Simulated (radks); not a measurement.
Species: Co4+. Configuration: [Ar] 3d5. Calculated with a radial shooting solver on a logarithmic mesh with Libxc functionals: non-relativistic Kohn-Sham, PBE, spin-polarised, spherical densities, point nucleus; open shells are filled with parallel spins first.

Radial electron density D(r) = 4 pi r^2 rho(r):

| r (bohr) | D(r) (e/bohr) | spin D(r) |
|---|---|---|
| 0.00186 | 0.5260 | -0.0000491 |
| 0.002097 | 0.6602 | -0.0000616 |
| 0.002365 | 0.8272 | -0.0000771 |
| 0.002645 | 1.019 | -0.0000950 |
| 0.002982 | 1.272 | -0.000119 |
| 0.003362 | 1.585 | -0.000148 |
| 0.003791 | 1.968 | -0.000183 |
| 0.004274 | 2.438 | -0.000227 |
| 0.004819 | 3.009 | -0.000280 |
| 0.00539 | 3.650 | -0.000340 |
| 0.006078 | 4.472 | -0.000416 |
| 0.006853 | 5.452 | -0.000507 |
| 0.007726 | 6.612 | -0.000615 |
| 0.008711 | 7.970 | -0.000741 |
| 0.009822 | 9.544 | -0.000887 |
| 0.01099 | 11.21 | -0.00104 |
| 0.01239 | 13.22 | -0.00123 |
| 0.01397 | 15.44 | -0.00143 |
| 0.01575 | 17.84 | -0.00165 |
| 0.01775 | 20.37 | -0.00189 |
| 0.02002 | 22.95 | -0.00213 |
| 0.02239 | 25.31 | -0.00235 |
| 0.02525 | 27.66 | -0.00257 |
| 0.02846 | 29.70 | -0.00277 |
| 0.03209 | 31.25 | -0.00293 |
| 0.03618 | 32.19 | -0.00304 |
| 0.04047 | 32.44 | -0.00308 |
| 0.04563 | 32.01 | -0.00300 |
| 0.05145 | 30.93 | -0.00273 |
| 0.05801 | 29.40 | -0.00206 |
| 0.06541 | 27.74 | -0.000618 |
| 0.07375 | 26.33 | 0.00234 |
| 0.08249 | 25.60 | 0.00764 |
| 0.093 | 25.75 | 0.0182 |
| 0.1049 | 27.01 | 0.0374 |
| 0.1182 | 29.25 | 0.0709 |
| 0.1333 | 32.03 | 0.127 |
| 0.1503 | 34.64 | 0.217 |
| 0.1681 | 36.23 | 0.344 |
| 0.1895 | 36.36 | 0.544 |
| 0.2137 | 34.49 | 0.826 |
| 0.241 | 30.77 | 1.21 |
| 0.2717 | 25.87 | 1.70 |
| 0.3039 | 21.17 | 2.26 |
| 0.3426 | 17.06 | 2.94 |
| 0.3863 | 14.70 | 3.69 |
| 0.4356 | 14.28 | 4.43 |
| 0.4911 | 15.34 | 5.08 |
| 0.5537 | 16.90 | 5.54 |
| 0.6193 | 17.90 | 5.72 |
| 0.6983 | 17.78 | 5.61 |
| 0.7873 | 16.24 | 5.20 |
| 0.8877 | 13.56 | 4.54 |
| 1.001 | 10.34 | 3.73 |
| 1.128 | 7.216 | 2.86 |
| 1.262 | 4.757 | 2.10 |
| 1.423 | 2.794 | 1.40 |
| 1.605 | 1.501 | 0.860 |
| 1.809 | 0.7380 | 0.481 |
| 2.04 | 0.3305 | 0.243 |
| 2.3 | 0.1336 | 0.109 |
| 2.572 | 0.05152 | 0.0451 |
| 2.9 | 0.01618 | 0.0150 |
| 3.27 | 0.004293 | 0.00411 |

D(r) has 3 maxima, at r = 0.0398, 0.181, 0.650 bohr, and minima at 0.0859, 0.422 bohr, inside which lie 2.11, 10.73 electrons.
